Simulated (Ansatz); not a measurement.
Ansatz results at the PBE0-D4/def2-TZVP geometry: HOMO energy (B3LYP/def2-TZVPP) -6.49 eV; HOMO energy (PBE0/def2-TZVPP) -6.69 eV; HOMO–LUMO gap (ωB97M-V/def2-TZVPP) 8.54 eV.

Each molecule was computed in one conformer, which needn't be the lowest.

Task: Which molecule gave them?
A. `CC[C@@]12[C@H]3[C@H]4[C@H]5[C@@H]1[Hf]4532([NH2])([NH2])[F]`
B. `C[N](C)[Ti]1234([Cl])([Cl])[C@@H]5[C@H]1[C@H]2[C@@]3([SiH3])[C@@H]54`
C. `CC[C@@]12[C@H]3[C@H]4[C@H]5[C@@H]1[Ti]4532([F])([O]C)[N](C)C`
D. `C[N](C)[Sc]1234([N](C)C)[C@@H]5[C@H]1[C@H]2[C@@]3(C)[C@@H]54`

Result: B. The others give `CC[C@@]12[C@H]3[C@H]4[C@H]5[C@@H]1[Ti]4532([F])([O]C)[N](C)C`: -6.00, -6.18, 9.17; `CC[C@@]12[C@H]3[C@H]4[C@H]5[C@@H]1[Hf]4532([NH2])([NH2])[F]`: -6.43, -6.65, 10.17; `C[N](C)[Sc]1234([N](C)C)[C@@H]5[C@H]1[C@H]2[C@@]3(C)[C@@H]54`: -5.45, -5.62, 8.38.

B3LYP here is the variant with VWN-RPA as its local correlation; programs differ in this.
